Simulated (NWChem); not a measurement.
System: GaH2F; SMILES [F][GaH2]

Results from NWChem. Pople sets run with spherical d functions. Each level has its own optimisation; frequencies are unscaled.

| level | r Ga–H (Å) | r F–Ga (Å) | highest harmonic frequency (cm⁻¹) | lowest (cm⁻¹) | zero-point energy (kcal/mol) | dipole (D) |
|---|---|---|---|---|---|---|
| BP86/def2-TZVP | 1.563 | 1.780 | 1973 | 513 | 9.1 | 2.19 |
| B3LYP/6-31G* | 1.569 | 1.762 | 1975 | 532 | 9.3 | 2.04 |
| B3LYP/def2-TZVP | 1.557 | 1.770 | 2020 | 526 | 9.4 | 2.29 |
| PBE0-D3(BJ)/def2-TZVP | 1.556 | 1.758 | 2033 | 528 | 9.5 | 2.23 |
